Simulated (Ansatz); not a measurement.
HS2 (SMILES [S]S) moved off its minimum; all values from Ansatz (a program for electronic structure), cores frozen in correlated methods. Open shells are unrestricted.
(charge 0, multiplicity 2)
```xyz
3

S      0.89230    -0.54942    -0.03156
S     -0.73202     0.41660    -0.08013
H     -1.62968    -0.48083    -0.00852
```

**Question.** Give the forces (eV/Å), the total energy and the dipole at CCSD(T)/aug-cc-pV(T+d)Z.

**Answer.** 
```csv
atom,Fx,Fy,Fz
S1,2.022,-1.283,0.066
S2,-0.348,3.101,-0.209
H3,-1.674,-1.819,0.144
```
Energy -796.0569 hartree, dipole 1.49 D.
